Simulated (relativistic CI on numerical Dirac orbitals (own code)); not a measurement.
# Magnetism of Ni3+, 3d7, in a crystal field

Calculated by Dirac-Coulomb-Breit CI, KLI orbitals optimised for each configuration, QED by a radiative potential, valence Slater integrals scaled by 0.75, one configuration in a parametric crystal field (own radial code).

Field parameters in Wybourne normalisation: D3d B²₀ = −7Dσ, B⁴₀ = −14Dq − 21Dτ, B⁴₃ = −14√(10/7) Dq. The field is a parameter set, without covalency.

S is read from ⟨S²⟩ = S(S + 1).

Powder χT (cm³ K mol⁻¹) by Van Vleck's formula, with temperature-independent terms:

```
                                       Field   2 K   5 K  10 K  20 K  50 K  100 K  200 K  300 K
D3d, 10Dq = 17750, Dσ = -1200, Dτ = 250 cm⁻¹  1.79  1.82  1.86  1.96  2.23    2.6   2.83   2.83
 D3d, 10Dq = 17750, Dσ = 1200, Dτ = 250 cm⁻¹  2.24  2.26  2.31  2.39  2.62    2.8   2.85   2.82
  D3d, 10Dq = 17750, Dσ = 980, Dτ = 250 cm⁻¹  2.26  2.29  2.33  2.41  2.64   2.82   2.88   2.85
  D3d, 10Dq = 17750, Dσ = 760, Dτ = 250 cm⁻¹  2.28  2.31  2.35  2.43  2.65   2.84    2.9   2.88
  D3d, 10Dq = 17750, Dσ = 550, Dτ = 250 cm⁻¹  2.29  2.32  2.36  2.44  2.66   2.86   2.93   2.91
  D3d, 10Dq = 17750, Dσ = 330, Dτ = 250 cm⁻¹   2.3  2.32  2.36  2.44  2.67   2.87   2.95   2.93
  D3d, 10Dq = 17750, Dσ = 110, Dτ = 250 cm⁻¹  2.29  2.32  2.36  2.44  2.67   2.88   2.97   2.95
 D3d, 10Dq = 17750, Dσ = -110, Dτ = 250 cm⁻¹  2.27   2.3  2.34  2.42  2.66   2.89   2.98   2.97
```

For D3d, 10Dq = 17750, Dσ = 760, Dτ = 250 cm⁻¹: what effective moment follows at 300 K?

μ_eff = √(8χT) = 4.80 μB. The ground level has S = 1.50; the spin-only moment for S = 3/2 is 3.88 μB. The difference comes from the orbital moment, spin-orbit mixing of terms and temperature-independent paramagnetism, all larger in this ionic model than in covalent complexes.
